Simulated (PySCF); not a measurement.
Correlation energy of In⁺ (indium, charge +1)

[Kr] 4d10 5s2, closed-shell 1S. Computed with PySCF 2.14 in def2-TZVPPD with the def2 core potential (28 electrons) (7s5p4d2f, 56 functions), with scalar relativity through the core potential. Frozen: nothing; 20 electrons correlated.

MP2 pair energies summed by pair of shells (mhartree):

```csv
pair,energy,share (%)
4d-4d,-150.45,49.8
4d-5s,-66.89,22.1
4p-4d,-34.65,11.5
5s-5s,-23.47,7.8
4p-4p,-9.31,3.1
4s-4d,-7.51,2.5
4p-5s,-4.94,1.6
4s-4p,-3.85,1.3
4s-4s,-0.85,0.3
4s-5s,-0.32,0.1
```

Total MP2 correlation energy: -302.24 mhartree.

Same-spin part -103.11 and opposite-spin part -199.13 mhartree; SCS-MP2 scales them by 1/3 and 6/5 to -273.33 mhartree.

The basis has no tight functions for the innermost shells, so their pair energies are far from complete.

This basis was not built for core-valence correlation, so the inner-shell part is incomplete.
